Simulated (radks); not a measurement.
Spherical quantum dot in the effective-mass picture: electrons in a hard-walled sphere of radius 3.13, all in effective atomic units (hartree* = m*/eps^2 hartree, bohr* = eps/m* bohr), one dielectric constant everywhere. Method: non-relativistic Kohn-Sham, PBEsol, spin-polarised, spherical densities; computed with a radial shooting solver with Libxc functionals. Levels are named by radial order and angular momentum (1s, 1p, 1d, 2s, ...), and open shells are averaged over m. Results are scaled to m* = 0.061 and eps = 6.2, for which hartree* = 43.18 meV and bohr* = 5.379 nm.

N = 36, configuration 1s2 1p6 1d10 2s2 1f14 1g(up 2, down 0). This is the lowest configuration that the search found. Occupied and some empty levels:

| level | occupation | eigenvalue (meV) | <r> (nm) |
|---|---|---|---|
| 1s up | 1 | 650.61 | 11.86 |
| 1s down | 1 | 651.51 | 11.84 |
| 1p up | 3 | 660.84 | 12.15 |
| 1p down | 3 | 661.79 | 12.14 |
| 1d up | 5 | 679.35 | 12.44 |
| 1d down | 5 | 680.34 | 12.43 |
| 1f up | 7 | 705.21 | 12.70 |
| 1f down | 7 | 706.25 | 12.69 |
| 1g up | 2 | 737.85 | 12.92 |
| 2s up | 1 | 738.60 | 7.544 |
| 2s down | 1 | 738.84 | 7.544 |
| 1g down | 0 | 738.91 | 12.92 |
| 2p up | 0 | 774.20 | 8.842 |
| 2p down | 0 | 774.54 | 8.838 |
| 1h up | 0 | 776.86 | 13.12 |
| 1h down | 0 | 777.95 | 13.12 |
| 2d up | 0 | 817.63 | 9.657 |
| 2d down | 0 | 818.07 | 9.652 |
| 3s up | 0 | 841.86 | 7.773 |
| 3s down | 0 | 842.25 | 7.777 |

Energy (meV): total 13877.2, kinetic 3500.2, external 0, Hartree 11311, exchange-correlation -933.53.
